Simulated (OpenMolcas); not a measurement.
## Mn2+: ligand-field states by method

Mn2+ with 6 ligands (water) in octahedral coordination (Th) at 2.19 Å. Ligand basis ANO-RCC-VDZP.

```yaml
Program: OpenMolcas 26.06
Basis: ANO-RCC-VTZP [6s5p3d2f1g]
Scalar_Hamiltonian: DKH2, point nucleus
Active_space: 5 electrons in 5 orbitals (3d)
State_averaging: 2S+1 = 6 even, 1 root; 2S+1 = 4 even, 24 roots; 2S+1 = 2 even, 75 roots
Spin-orbit_coupling: state interaction with AMFI integrals over the reference wave functions
```

I. CASSCF
II. SS-CASPT2, IPEA 0.25 Eh, imaginary shift 0.1 Eh (closed shells correlated: 3s 3p and the ligand valence shells)
III. SS-CASPT2, IPEA 0.25 Eh, imaginary shift 0.2 Eh (closed shells correlated: 3s 3p and the ligand valence shells)

Spin-free states (labels of O, taken over from Oh, the nearest higher group) in cm-1, each column counted from its own energy of the first state listed:

| State | Degeneracy | I | II | III |
| --- | --- | --- | --- | --- |
| 6A1 | 1 | 0 | 0 | 0 |
| 4T1 | 3 | 27292 | 22310 | 22310 |
| 4T2 | 3 | 30503 | 24710 | 24710 |
| 4E | 2 | 31580 | 26320 | 26330 |
| 4A1 | 1 | 31686 | 26690 | 26690 |
| 4T2 | 3 | 37631 | 29770 | 29770 |
| 2T2 | 3 | 37933 | 30790 | 30790 |
| 4E | 2 | 39414 | 31870 | 31870 |
| 4T1 | 3 | 40372 | 35960 | 35960 |
| 2A2 | 1 | 41209 | 33490 | 33500 |
| 2T1 | 3 | 41678 | 34750 | 34750 |
| 2T2 | 3 | 42500 | 35140 | 35140 |
| 2E | 2 | 43607 | 36380 | 36380 |
| 2A1 | 1 | 44914 | 38420 | 38420 |
| 2T2 | 3 | 47597 | 39110 | 39110 |
| 2E | 2 | 48384 | 38740 | 38740 |
| 2T1 | 3 | 50063 | 40140 | 40140 |
| 2T2 | 3 | 52736 | 43480 | 43480 |
| 4T1 | 3 | 52903 | 43950 | 43950 |
| 4A2 | 1 | 53622 | 44030 | 44040 |

From I to II, I's first state of another spin (4T1) moves from 27292 to 22310 cm-1, by about -5000 cm-1.

I: A least-squares ligand-field fit to the states below 45000 cm-1, each weighted by its degeneracy and with a free common offset, gives 10Dq = 6765 cm-1, B = 1095 cm-1 and C = 4093 cm-1 (C/B = 3.74), with an rms deviation of 111 cm-1. The same method and metal basis give the free ion B = 1117 cm-1 (fit to its terms below 60000 cm-1, rms deviation 53 cm-1), so the nephelauxetic ratio is β = 1095 / 1117 = 0.98; it hangs on how both fits weigh the states, and computed free-ion B values tend to be too large, so β mixes covalency with correlation.

χT at 300 K: I 4.39, II 4.39, III 4.39 cm3 K/mol.

Roots that are degenerate in the reference are averaged as groups; the widest CASPT2 spread within a group is 170 cm-1 (the 3-fold group of multiplicity 2 near 30800 cm-1 above the lowest state of its run, II). Shifts and gaps below about the spread of the groups concerned are not significant. Over all roots computed the reference weight is 0.69 to 0.71 in II, 0.69 to 0.71 in III; a low but even weight reflects the number of correlated electrons. Ligand-to-metal charge-transfer states are missing. With no ligand orbital active B as a rule stays too high, so bands that hang on it stand too high and its fall with covalency is understated. Without dynamic correlation the repulsion within the d shell is too large (B by tens of per cent), so at a given field states of lower spin stand too high (holds for I). With metal d orbitals alone and no dynamic correlation the field as a rule comes out too small, by tens of per cent, by up to half for chloride and softer ligands (holds for I). These CASPT2 states fit no ligand-field parameters well, so their order and spin gaps are uncertain (holds for II; III). With one d shell and no ligand orbital active, 10Dq can be off by tens of per cent for divalent 3d ions, low with halides held by bare charges and at times high in hosts (holds for II; III). Free-ion shares, where given, are those of the reference states; single-state CASPT2 does not remix them (holds for II; III). No measured value stands beside these numbers; the geometry is a model, was not optimised and need not be the one that this ion takes.
